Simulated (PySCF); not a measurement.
# Energy and ionisation energy along a bond of AlBH2N

These are calculations, not measurements. They come from PySCF 2.14.0, an open-source quantum chemistry program, on an isolated molecule that a program drew, which may never have been made. The molecule is AlBH2N (charge 0, doublet), drawn as the SMILES string `[BH][N]=[AlH]`.

The structure below is the HF double-zeta minimum with every atom moved a little at random, so it isn't optimised. Bond B1-H4 is then set to each length in the table by shifting atom 4 along it, with nothing else relaxed.
```xyz
5
AlBH2N, angstrom
B     0.3109    1.1225    0.0991
N    -0.8195    0.7593   -0.2784
Al   -2.4406    0.0260   -0.6241
H     1.3471    1.5504    0.4444
H    -2.7647   -0.1830   -2.1600
```

E is the energy above the same method's energy at the HF double-zeta minimum. IE is the energy to remove one electron at fixed geometry, to the singlet state of charge +1, as a difference of total energies. The basis family is cc-pV(n+d)Z, with UHF for radicals and no spin-orbit coupling. Best is HF at quadruple zeta, plus MP2 correlation extrapolated from triple and quadruple zeta, plus CCSD(T) minus MP2 at triple zeta, with a frozen core. The other columns are at triple zeta.

```
bond (Å)  E MP2 (kcal/mol)  E B3LYP (kcal/mol)  E CCSD(T) (kcal/mol)  E best (kcal/mol)  IE MP2 (eV)  IE B3LYP (eV)  IE CCSD(T) (eV)  IE best (eV)     T1
  1.0450              6.36                6.25                  6.65               6.49        7.654          7.764            7.683         7.711  0.017
  1.1730              0.40                0.52                  0.47               0.48        7.660          7.769            7.689         7.717  0.017
  1.2030                 ?                   ?                     ?                  ?            ?              ?                ?             ?      ?
  1.4560             17.46               17.24                 16.50              16.84        7.683          7.790            7.714         7.740  0.017
  1.6720             39.84               38.88                 37.47              37.93        7.702          7.809            7.735         7.761  0.018
  1.6860             41.35               40.33                 38.86              39.32        7.703          7.810            7.736         7.762  0.018
```

T1 is the CCSD diagnostic of the starting molecule.

**Estimate the best E and IE at 1.2030 Å from the other rows.**

A least-squares cubic in the inverse of the bond length through the other values of E best gives 0.84 kcal/mol there. A least-squares quadratic in the bond length through IE best gives 7.720 eV. The calculation gives 0.80 kcal/mol and 7.719 eV, so the fits miss by 0.04 kcal/mol and 0.001 eV. The same recipe one zeta lower moves these two values by 0.07 kcal/mol and 0.02 eV, a gauge of their own error. The rest of the row: E is 0.76 (MP2), 0.88 (B3LYP), 0.75 (CCSD(T)); IE is 7.662 (MP2), 7.771 (B3LYP), 7.692 (CCSD(T)); T1 is 0.017.
